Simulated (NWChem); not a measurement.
System: HO$_{2}$, doublet; SMILES [O]O

NWChem printed, in part:

```
             Northwest Computational Chemistry Package (NWChem) 7.3.0
             --------------------------------------------------------

                             Geometry "geometry" -> ""
                             -------------------------

 Output coordinates in angstroms (scale by  1.889725989 to convert to a.u.)

  No.       Tag          Charge          X              Y              Z
 ---- ---------------- ---------- -------------- -------------- --------------
    1 O                    8.0000     0.09960500     0.59686400     0.00000000
    2 O                    8.0000    -0.00105900    -0.69943700     0.00000000
    3 H                    1.0000    -0.81479300     0.94268400     0.00000000

 Effective nuclear repulsion energy (a.u.)      32.6880689849

                                 NWChem DFT Module
                                 -----------------

 Summary of "ao basis" -> "ao basis" (spherical)
 ------------------------------------------------------------------------------
       Tag                 Description            Shells   Functions and Types
 ---------------- ------------------------------  ------  ---------------------
 O                           6-31g*                  6       14   3s2p1d
 H                           6-31g*                  2        2   2s

 in cosmo_initialize ...
 calling solv_data for solv:cychexon

 solvent parameters
 solvname_short: cychexon
 solvname_long:  cyclohexanone
 dielec:       15.6190
 dielecinf:     2.1045
 nonaqueous SMD model solvent descriptors
 dielec:       15.6190
 sola:          0.0000
 solb:          0.5600
 solc:          0.0000
 solg:         49.7600
 solh:          0.0000
 soln:          1.4507

          ---------------
          -cosmo- solvent
          ---------------
 Cosmo: York-Karplus, doi: 10.1021/jp992097l
 dielectric constant -eps-     =  15.62
 screen = (eps-1)/(eps    )    =   0.93598
 surface charge correction     = lagrangian

   van der Waals surface
 --------------------------

 ---------- ATOMIC COORDINATES (A.U.) ------------ VDWR(ANG.) --
     1    0.18822616    1.12790941    0.00000000     2.294
     2   -0.00200122   -1.32174428    0.00000000     2.294
     3   -1.53973551    1.78141445    0.00000000     1.200
 number of segments per atom =        128
 number of   points per atom =        128
 atom (   nspa,  nppa )
 ----------------------
    1 (     92,     0 )       0
    2 (     92,     0 )       0
    3 (      4,     0 )       0
 number of -cosmo- surface points =      188
 molecular surface =     89.113 angstrom**2
 molecular volume  =     72.196 angstrom**3
 -lineq- algorithm             =   0
 -bem- low  level              =   3
 -bem- from -octahedral-
 gaussian surface charge width =   4.50000
 degree of switching           =   1.00000
 switching function tolerance  =   0.00010
 atomic radii =
 --------------
    1  8.000  2.294
    2  8.000  2.294
    3  1.000  1.200
 ...... end of -cosmo- initialization ......

 nat:                     3
 ixmem:                   608
 calling mnsol_interface()
 G(SMD-CDS) energy (kcal/mol)  =    -4.315
 SMD-CDS SASA (angstrom**2)    =    66.515

            General Information
            -------------------
          SCF calculation type: DFT
          Wavefunction type:  spin polarized.
          No. of atoms     :     3
          No. of electrons :    17
           Alpha electrons :     9
            Beta electrons :     8
          Charge           :     0
          Spin multiplicity:     2
          Use of symmetry is: off; symmetry adaption is: off
          Maximum number of iterations: 150
          AO basis - number of functions:    30
                     number of shells:    14
          Convergence on energy requested:  1.00D-06
          Convergence on density requested:  1.00D-05
          Convergence on gradient requested:  5.00D-04

              XC Information
              --------------
                         PBE0 Method XC Functional
                     Hartree-Fock (Exact) Exchange  0.250
          PerdewBurkeErnzerhof Exchange Functional  0.750
            Perdew 1991 LDA Correlation Functional  1.000 local
           PerdewBurkeErnz. Correlation Functional  1.000 non-local

             Grid Information
             ----------------
          Grid used for XC integration:  medium
          Radial quadrature: Mura-Knowles
          Angular quadrature: Lebedev.
          Tag              B.-S. Rad. Rad. Pts. Rad. Cut. Ang. Pts.
          ---              ---------- --------- --------- ---------
          O                   0.60       49           6.0       434
          H                   0.35       45           6.0       434
          Grid pruning is: on
          Number of quadrature shells:   143
          Spatial weights used:  Erf1

      Superposition of Atomic Density Guess
      -------------------------------------

 Sum of atomic energies:        -150.00693700

      Non-variational initial energy
      ------------------------------

 Total energy =    -150.158256
 1-e energy   =    -271.628814
 2-e energy   =      88.782488
 HOMO         =      -0.247192
 LUMO         =       0.145445

[...]

                                COSMO-SMD solvation results
                                ---------------------------

             internal energy in gas <Psi(g)|H|Psi(g)> =      -150.739806870611
         internal energy in solvent <Psi(s)|H|Psi(s)> =      -150.739278465412
                               delta internal energy  =         0.000528405199 (    0.33 kcal/mol)
   total free energy in solvent <Psi(s)|H+V/2|Psi(s)> =      -150.745211767427
 polarization energy contribution <Psi(s)|V/2|Psi(s)> =        -0.005933302015 (   -3.72 kcal/mol)
    total free energy in solvent including G(SMD-CDS) =      -150.752087729889
                       G(SMD-CDS) energy contribution =        -0.006875962462 (   -4.31 kcal/mol)
     1 M fixed-concentration free energy of solvation =        -0.012280859278 (   -7.71 kcal/mol)

                    DFT Final Alpha Molecular Orbital Analysis
                    ------------------------------------------

 Vector    7  Occ=1.000000D+00  E=-4.929815D-01
              MO Center=  1.6D-01,  7.1D-02,  1.8D-10, r^2= 1.1D+00
   Bfn.  Coefficient  Atom+Function         Bfn.  Coefficient  Atom+Function
  ----- ------------  ---------------      ----- ------------  ---------------
     4      0.369211  1 O  py                18     -0.360478  2 O  py
     3      0.324870  1 O  px                20      0.221808  2 O  s
     8      0.220501  1 O  py                 7      0.205151  1 O  px
     6      0.188140  1 O  s                 17      0.187722  2 O  px
    22     -0.180624  2 O  py                21      0.117945  2 O  px

 Vector    8  Occ=1.000000D+00  E=-3.030662D-01
              MO Center=  3.8D-02, -9.8D-02, -1.6D-10, r^2= 1.0D+00
   Bfn.  Coefficient  Atom+Function         Bfn.  Coefficient  Atom+Function
  ----- ------------  ---------------      ----- ------------  ---------------
    19     -0.547388  2 O  pz                 5      0.503653  1 O  pz
    23     -0.388746  2 O  pz                 9      0.374351  1 O  pz

 Vector    9  Occ=1.000000D+00  E=-2.970682D-01
              MO Center=  3.3D-03, -3.9D-01,  9.0D-11, r^2= 9.6D-01
   Bfn.  Coefficient  Atom+Function         Bfn.  Coefficient  Atom+Function
  ----- ------------  ---------------      ----- ------------  ---------------
    17      0.625239  2 O  px                21      0.453650  2 O  px
     3     -0.277320  1 O  px                 7     -0.192298  1 O  px
     6     -0.156994  1 O  s                 29      0.151745  3 H  s
    30      0.094573  3 H  s                  2     -0.079307  1 O  s
     4     -0.066703  1 O  py                 8     -0.051404  1 O  py

 Vector   10  Occ=0.000000D+00  E= 8.800120D-02
              MO Center= -8.8D-01,  8.7D-01,  2.6D-12, r^2= 1.7D+00
   Bfn.  Coefficient  Atom+Function         Bfn.  Coefficient  Atom+Function
  ----- ------------  ---------------      ----- ------------  ---------------
    30      1.344707  3 H  s                  6     -0.957925  1 O  s
     7      0.493522  1 O  px                 3      0.310184  1 O  px
    22      0.254747  2 O  py                18      0.212213  2 O  py
     2     -0.200604  1 O  s                 29      0.177808  3 H  s
    20      0.135613  2 O  s                  1      0.088937  1 O  s

 Vector   11  Occ=0.000000D+00  E= 1.663083D-01
              MO Center= -6.5D-02,  2.7D-02, -2.9D-11, r^2= 1.3D+00
   Bfn.  Coefficient  Atom+Function         Bfn.  Coefficient  Atom+Function
  ----- ------------  ---------------      ----- ------------  ---------------
     8      0.865913  1 O  py                22      0.788954  2 O  py
    20      0.736862  2 O  s                 30     -0.542940  3 H  s
     4      0.521719  1 O  py                18      0.503631  2 O  py
     6     -0.444346  1 O  s                 16      0.216935  2 O  s
     2     -0.134012  1 O  s                  7     -0.132548  1 O  px

 Vector   12  Occ=0.000000D+00  E= 7.666607D-01
              MO Center= -2.6D-01,  9.2D-01,  2.2D-11, r^2= 1.4D+00
   Bfn.  Coefficient  Atom+Function         Bfn.  Coefficient  Atom+Function
  ----- ------------  ---------------      ----- ------------  ---------------
     8      1.054426  1 O  py                29     -0.843519  3 H  s
     6     -0.816808  1 O  s                 20      0.809871  2 O  s
    22      0.714197  2 O  py                30      0.687089  3 H  s
     3     -0.536029  1 O  px                 4     -0.347889  1 O  py
     7      0.311613  1 O  px                18     -0.214767  2 O  py

                     DFT Final Beta Molecular Orbital Analysis
                     -----------------------------------------

 Vector    6  Occ=1.000000D+00  E=-4.764961D-01
              MO Center=  1.6D-01,  2.4D-02,  2.7D-11, r^2= 1.1D+00
   Bfn.  Coefficient  Atom+Function         Bfn.  Coefficient  Atom+Function
  ----- ------------  ---------------      ----- ------------  ---------------
     4      0.382626  1 O  py                18     -0.368066  2 O  py
     3      0.302919  1 O  px                20      0.256506  2 O  s
     8      0.230472  1 O  py                 7      0.198017  1 O  px
    22     -0.188132  2 O  py                 6      0.173836  1 O  s
    17      0.166257  2 O  px                16      0.120936  2 O  s

 Vector    7  Occ=1.000000D+00  E=-4.238919D-01
              MO Center=  5.9D-02,  2.3D-01,  4.0D-11, r^2= 8.6D-01
   Bfn.  Coefficient  Atom+Function         Bfn.  Coefficient  Atom+Function
  ----- ------------  ---------------      ----- ------------  ---------------
     5      0.537267  1 O  pz                 9      0.379858  1 O  pz
    19      0.309384  2 O  pz                23      0.207802  2 O  pz
    25      0.032105  2 O  d -1              11     -0.027111  1 O  d -1

 Vector    8  Occ=1.000000D+00  E=-2.778790D-01
              MO Center=  2.2D-03, -4.1D-01,  1.6D-11, r^2= 9.6D-01
   Bfn.  Coefficient  Atom+Function         Bfn.  Coefficient  Atom+Function
  ----- ------------  ---------------      ----- ------------  ---------------
    17      0.621242  2 O  px                21      0.464535  2 O  px
     3     -0.266150  1 O  px                 7     -0.186323  1 O  px
     6     -0.159290  1 O  s                 29      0.152802  3 H  s
    30      0.099876  3 H  s                  2     -0.077586  1 O  s
     4     -0.068886  1 O  py                 8     -0.054683  1 O  py

 Vector    9  Occ=0.000000D+00  E=-8.910711D-02
              MO Center=  2.3D-02, -3.2D-01, -7.1D-11, r^2= 1.0D+00
   Bfn.  Coefficient  Atom+Function         Bfn.  Coefficient  Atom+Function
  ----- ------------  ---------------      ----- ------------  ---------------
    19      0.562042  2 O  pz                23      0.499816  2 O  pz
     5     -0.398369  1 O  pz                 9     -0.346417  1 O  pz

 Vector   10  Occ=0.000000D+00  E= 9.292342D-02
              MO Center= -9.2D-01,  9.1D-01, -5.8D-12, r^2= 1.7D+00
   Bfn.  Coefficient  Atom+Function         Bfn.  Coefficient  Atom+Function
  ----- ------------  ---------------      ----- ------------  ---------------
    30      1.387099  3 H  s                  6     -0.939413  1 O  s
     7      0.507241  1 O  px                 3      0.315598  1 O  px
    22      0.203769  2 O  py                 2     -0.188139  1 O  s
    29      0.177204  3 H  s                 18      0.174892  2 O  py
     1      0.086079  1 O  s                 20      0.086248  2 O  s

 Vector   11  Occ=0.000000D+00  E= 1.873002D-01
              MO Center= -2.1D-02, -2.2D-02, -2.0D-11, r^2= 1.2D+00
   Bfn.  Coefficient  Atom+Function         Bfn.  Coefficient  Atom+Function
  ----- ------------  ---------------      ----- ------------  ---------------
     8      0.885795  1 O  py                22      0.828409  2 O  py
    20      0.782547  2 O  s                  6     -0.540750  1 O  s
     4      0.514972  1 O  py                18      0.513465  2 O  py
    30     -0.441845  3 H  s                 16      0.218252  2 O  s
     2     -0.149951  1 O  s                  7     -0.098687  1 O  px

   alpha - beta orbital overlaps
   -----------------------------

   alpha      1      2      3      4      5      6      7      8      9     10
    beta      1      2      3      4      5      7      6      9      8     10
 overlap   1.000  1.000  0.999  0.997  0.996  0.983  0.998  0.982  1.000  0.997

   alpha     11     12     13     14     15     16     17     18     19     20
    beta     11     12     13     14     15     16     17     18     19     20
 overlap   0.997  1.000  0.999  0.983  0.997  0.997  0.982  0.999  0.999  0.994

   alpha     21     22     23     24     25     26     27     28     29     30
    beta     21     22     23     24     25     26     27     29     28     30
 overlap   1.000  0.994  0.999  0.999  0.999  1.000  0.990  1.000  0.990  1.000

     --------------------------
     Expectation value of S2:
     --------------------------
      <S2> =      0.7530 (Exact =     0.7500)

     Multipole analysis of the density
     ---------------------------------

     L   x y z        total         alpha         beta         nuclear
     -   - - -        -----         -----         ----         -------
     0   0 0 0     -0.000000     -9.000000     -8.000000     17.000000

     1   1 0 0     -0.724610     -0.364679     -0.309995     -0.049936
     1   0 1 0      0.701403      0.547850     -0.077182      0.230736
     1   0 0 1     -0.000000     -0.000000     -0.000000      0.000000

[...]
```

Level: PBE0/6-31G* (spherical d), spin-unrestricted, SMD on the gas-phase geometry. In the optimisation the excess spin sits in a" (Cs, its own frame). The geometry was optimised at PBE0/def2-SVP, spin-unrestricted. No stability test was run on the SCF state. Solvent: cyclohexanone.

### Question
Reconstruct the input file.

### Answer
This is not unique; one that fits is the input that was run:
```
start job
memory heap 200 mb stack 900 mb global 1100 mb
geometry units angstroms noautosym nocenter noautoz
  O      0.099605     0.596864     0.000000
  O     -0.001059    -0.699437     0.000000
  H     -0.814793     0.942684     0.000000
end
basis spherical
  O library 6-31g*
  H library 6-31g*
end
dft
  odft
  mult 2
  xc pbe0
  iterations 150
end
cosmo
  do_cosmo_smd true
  solvent cychexon
end
task dft energy
```
